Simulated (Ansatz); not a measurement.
System: sum formula H8Si3NO (charge 0, doublet). It need not be the lowest isomer of its formula. SMILES: [SiH2]O[SiH2]N[SiH3]
Structure (B3LYP-D3(BJ)/def2-TZVP (Ansatz, a first-principles code) minimum search):
```xyz
13

Si    -0.0858     0.2340    -1.3240
N     -1.1441     0.9180    -0.1547
Si    -2.0560     0.0812     1.0587
O      1.3996    -0.1286    -0.7157
Si     2.1678    -0.7693     0.5865
H     -0.6844    -1.0216    -1.8185
H      0.1257     1.2199    -2.4012
H     -1.1381     1.9274    -0.0962
H     -3.5156     0.2950     0.9072
H     -1.7495    -1.3576     0.8973
H     -1.6754     0.5195     2.4229
H      1.5029    -0.3129     1.8418
H      3.5819    -0.3081     0.5587
```
Charge 0, spin multiplicity 2.

Parts of the frozen-core correlation energy in 6-31G (Ansatz, hartree). Frozen orbitals: 17; correlated occupied orbitals by spin: 16 and 15; virtual: 40 and 41. Open shells are spin-unrestricted. No spin-orbit coupling. Non-relativistic.

```
term                             value
-------------------------  -----------
reference (HF)             -1000.59597
MP2 opposite-spin             -0.29836
MP2 same-spin                      ___
CCSD correlation                   ___
(T)                                ___
T1 diagnostic                    0.014
largest doubles amplitude        0.029
<S^2> of the reference           0.752
```

### Question
Fill in the missing entries.

### Answer

- MP2 same-spin, value: -0.08078
- CCSD correlation, value: -0.42557
- (T), value: -0.00835
